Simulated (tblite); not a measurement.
Compound: C₄H₆F₃P.
Atom-mapped SMILES: `[F:1][C:2]([F:3])([F:4])[P:5]1[CH2:6][CH2:7][CH2:8]1` (hydrogens: H9, H10 on C6; H11, H12 on C7; H13, H14 on C8)

Computed with GFN2-xTB (tblite), gas phase: Langevin dynamics at 200 K from the optimised GFN2-xTB geometry, time step 0.5 fs, friction 0.01 fs⁻¹, 2000 steps. The instantaneous temperature is 2·E(kin)/(3Nk) with all 3N coordinates.

```tsv
t (fs)	T (K)	E(pot) above start (eV)	F1–C2 (Å)	C2–F3 (Å)	C2–F4 (Å)	C2–P5 (Å)	P5–C6 (Å)	C6–H9 (Å)	F1–C2–P5–C6 (°)
0	155	0.000	1.343	1.342	1.342	1.898	1.872	1.089	-38
25	83	0.275	1.366	1.341	1.325	1.841	1.877	1.143	-36
50	173	0.158	1.335	1.315	1.351	1.895	1.883	1.111	-34
75	108	0.324	1.324	1.351	1.369	2.024	1.900	1.066	-29
100	184	0.246	1.341	1.370	1.302	1.816	1.850	1.080	-30
125	192	0.280	1.393	1.355	1.359	1.893	1.886	1.126	-27
150	184	0.301	1.342	1.296	1.335	1.925	1.863	1.116	-33
175	153	0.286	1.347	1.353	1.351	1.980	1.900	1.037	-33
200	212	0.201	1.331	1.335	1.329	1.831	1.848	1.083	-32
225	183	0.217	1.374	1.362	1.358	1.905	1.871	1.146	-30
250	206	0.203	1.363	1.313	1.340	1.865	1.881	1.136	-30
275	206	0.196	1.372	1.343	1.362	1.907	1.854	1.074	-37
300	170	0.268	1.311	1.342	1.340	1.974	1.893	1.069	-41
325	174	0.244	1.316	1.368	1.330	1.935	1.886	1.118	-34
350	128	0.262	1.391	1.360	1.343	1.848	1.834	1.088	-42
375	166	0.329	1.408	1.314	1.356	1.889	1.894	1.067	-44
400	160	0.281	1.317	1.331	1.385	1.922	1.867	1.107	-38
425	216	0.355	1.310	1.397	1.339	1.893	1.887	1.107	-41
450	204	0.369	1.390	1.413	1.294	1.877	1.902	1.088	-45
475	240	0.437	1.429	1.292	1.319	1.912	1.909	1.053	-39
500	297	0.362	1.300	1.315	1.391	1.950	1.856	1.086	-44
525	256	0.428	1.293	1.353	1.390	1.880	1.926	1.130	-49
550	255	0.387	1.375	1.336	1.331	1.934	1.858	1.093	-42
575	208	0.447	1.405	1.311	1.340	1.874	1.871	1.074	-40
600	334	0.323	1.364	1.366	1.360	1.846	1.916	1.088	-42
625	270	0.433	1.314	1.402	1.361	1.949	1.831	1.099	-28
650	295	0.289	1.327	1.349	1.336	1.975	1.930	1.092	-33
675	170	0.543	1.385	1.313	1.304	1.862	1.793	1.062	-35
700	232	0.393	1.404	1.338	1.339	1.887	1.932	1.099	-25
725	225	0.516	1.348	1.363	1.373	1.907	1.796	1.098	-34
750	222	0.534	1.294	1.385	1.351	1.901	1.944	1.061	-30
775	237	0.330	1.356	1.338	1.310	1.918	1.855	1.073	-22
800	230	0.289	1.385	1.309	1.375	1.938	1.883	1.106	-27
825	203	0.393	1.321	1.313	1.399	1.868	1.902	1.148	-29
850	261	0.285	1.311	1.346	1.362	1.868	1.849	1.101	-25
875	213	0.291	1.335	1.388	1.300	1.945	1.903	1.063	-19
900	225	0.333	1.352	1.342	1.359	1.913	1.821	1.085	-25
925	186	0.333	1.377	1.302	1.383	1.876	1.873	1.106	-25
950	183	0.436	1.352	1.357	1.368	1.873	1.870	1.092	-25
975	246	0.189	1.335	1.356	1.341	1.943	1.877	1.086	-27
1000	183	0.232	1.339	1.340	1.321	1.921	1.903	1.086	-28
```

Task: From 500 fs on, how do temperature and potential energy compare with equipartition?

Result: The mean temperature of these 21 frames is 235 K against the target 200 K, and the mean potential energy 0.37 eV against 36 × kT/2 = 0.31 eV for 36 classical harmonic modes. For 14 atoms in a canonical ensemble the temperature itself scatters by T·√(2/(3N)) = 44 K; here its standard deviation is 41 K. The whole run lasts only 10 friction times of 100 fs, so these averages carry a wide statistical error.

Task: What are the kinetic and total energies of the listed frame with the highest potential energy?

Result: The one at 675 fs, 0.543 eV above the start. Its kinetic energy is 3NkT/2 = 0.307 eV at 170 K, so the sum is 0.85 eV; over the listed frames the sum runs from 0.28 to 0.94 eV, since the thermostat adds and removes energy.

Task: How much do the listed bonds fluctuate from 500 fs on?

Result: 
| bond | at the start (Å) | mean (Å) | standard deviation (Å) |
| --- | --- | --- | --- |
| F1–C2 | 1.343 | 1.346 | 0.033 |
| C2–F3 | 1.342 | 1.344 | 0.027 |
| C2–F4 | 1.342 | 1.352 | 0.028 |
| C2–P5 | 1.898 | 1.906 | 0.035 |
| P5–C6 | 1.872 | 1.876 | 0.042 |
| C6–H9 | 1.089 | 1.092 | 0.020 |

The motion is classical and holds no zero-point motion.

The cost below is that of the whole dynamics run. On one thread, Arm Neoverse V1 (aarch64), no GPU, shared host with 32 logical CPUs at a one-minute load of 9.4, this took 11 s of wall time and 0.25 GiB of memory at its peak.
